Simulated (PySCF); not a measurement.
**Identify the compound**

An unknown has the formula C6H10O2. Its calculated NMR data are:

1H NMR (400 MHz, computed): δ 6.44 (m, 1H), 5.44 (m, 1H), 5.44 (m, 1H), 4.01 (d, 2H), 3.90 (s, 2H), 2.25 (s, 3H).

13C{1H} NMR (computed): δ 218.7 (C), 146.1 (CH), 121.1 (CH2), 81.7 (CH2), 77.6 (CH2), 22.2 (CH3).

[PySCF 2.14: GFN2-xTB structure; shielding tensors at PBE0/pcSseg-1 (GIAO); non-relativistic Hamiltonian; gas phase; rapidly exchanging positions averaged; a single conformation]

Scale: 1H and 13C vs TMS (reference shieldings calculated alike).

**Question.** Choose the structure that fits.
A. O=CC1CCOCC1
B. C=CCOCC(C)=O
C. C/C=C/[C@@H]1OC[C@H]1O

**Answer.** B. 

The formula gives 2 degrees of unsaturation (no ring in the answer). 6 carbon signals for 6 carbons: no two carbons are equivalent. Carbon types of the structure: 1 × C, 1 × CH, 3 × CH2, 1 × CH3, which accounts for all hydrogens. δC 218.7: ketone carbonyl carbon; low-lying n→π* states of the double bond to the heteroatom give a large paramagnetic term (-284 ppm). δC 146.1: alkene CH; as expected for a trigonal carbon in a double bond. δC 121.1: terminal =CH2 carbon; as expected for a trigonal carbon in a double bond. δC 81.7: sp3 CH2 bonded to O, α to a carbonyl; pulled downfield by the heteroatom. δC 77.6: allylic sp3 CH2 bonded to O; the inductive effect lowers its shielding.

The others: O=CC1CCOCC1 would give 4 carbon signals, not 6; C/C=C/[C@@H]1OC[C@H]1O would give 7 signals for carbon-bound and other non-exchanging H, not 6.

Shifts are as computed. Against solution values, carbons near 30 ppm lie about +3 ppm off and those near 130 ppm about +5 ppm. Of 1211 compounds with measured shifts, 218 miss one by over three times the rms of a fit or turn the order of signals round; such compounds aren't used in these exercises. No couplings were computed; multiplicities are counted from neighbouring protons, with m where these are inequivalent, close in shift, in a saturated or five-membered ring or joined by F or P, and br s for small geminal =CH2 splittings.
